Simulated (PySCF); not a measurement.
These compounds are isomers of formula C6H7O2P.

A. `CC(=O)c1pcoc1C`
B. `InChI=1S/C6H7O2P/c1-4-3-8-6(9-4)5(2)7/h3H,1-2H3`
C. `CC(=O)c1coc(C)p1`
D. `InChI=1S/C6H7O2P/c1-4-9(5-2)6(7)8-3/h1,5H,2H2,3H3`
E. `C=Cc1pcoc1OC`

Spectrum 1. ¹³C{¹H} NMR (computed): δ 177.2 (CH), 168.9 (C), 135.2 (CH), 118.9 (C), 116.6 (CH2), 56.8 (CH3).

Spectrum 2. ¹³C{¹H} NMR (computed): δ 203.5 (C), 191.0 (C), 154.4 (C), 153.6 (CH), 27.3 (CH3), 15.4 (CH3).

Spectrum 3. ¹³C{¹H} NMR (computed): δ 198.8 (C), 185.2 (CH), 175.4 (C), 139.0 (C), 33.8 (CH3), 21.1 (CH3).

Spectrum 4. ¹³C{¹H} NMR (computed): δ 206.2 (C), 197.1 (C), 159.6 (CH), 148.4 (C), 33.3 (CH3), 21.9 (CH3).

Spectrum 5. ¹³C{¹H} NMR (computed): δ 184.2 (C), 141.4 (CH), 131.9 (CH2), 105.2 (CH), 83.4 (C), 54.3 (CH3).

[PySCF: geometry: GFN2-xTB; NMR shieldings at PBE0/pcSseg-1/GIAO; one computed conformer; fast rotation and ring inversion assumed for equivalent nuclei; non-relativistic; in vacuum]

References, each an isolated molecule treated in the same way: TMS for ¹³C. Splittings of carbon signals by F and P are missing where no couplings were computed. Shifts are as computed. Against solution values, carbons near 30 ppm lie about +3 ppm off and those near 130 ppm about +5 ppm. Of 1211 compounds with measured shifts, 218 miss one by over three times the rms of a fit or turn the order of signals round; such compounds aren't used in these exercises.

Task: Which spectrum belongs to which compound?

Result: 1–E, 2–B, 3–A, 4–C, 5–D.

- Spectrum 1 (E): 6 ¹³C signals; δC 168.9 is an aromatic carbon bearing oxygen; δC 135.2 is an alkene CH.
- Spectrum 2 (B): 6 ¹³C signals; δC 191.0 is a ketone carbonyl carbon; δC 27.3 is a methyl carbon α to a carbonyl.
- Spectrum 3 (A): 6 ¹³C signals; δC 198.8 is a ketone carbonyl carbon; δC 33.8 is a methyl carbon α to a carbonyl.
- Spectrum 4 (C): 6 ¹³C signals; δC 197.1 is a ketone carbonyl carbon; δC 33.3 is a methyl carbon α to a carbonyl.
- Spectrum 5 (D): 6 ¹³C signals; δC 141.4 is an alkene CH; δC 131.9 is a terminal =CH2 carbon.
